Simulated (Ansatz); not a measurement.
Ansatz (a first-principles code) input:

Ansatz 0.2 input:
```yaml
crystal:
  periodic: [false, false, false]
  atoms:
    - {symbol: Rb, position_ang: [-0.00000000, -0.00000000, -0.47935972]}
    - {symbol: F, position_ang: [0.00000000, 0.00000000, 1.97070106]}
basis:
  gaussian:
    orbitals: def2-TZVPD
hamiltonian:
  xc: {name: LC-wPBE}
total_charge: -1
magnetization: {spin_polarized: true, initial_magnetization: 1}
output: {forces: true}
```

Task: What final total energy does it print?

Result: -124.02259 Eh (LC-wPBE/def2-TZVPD). The basis has 73 functions.
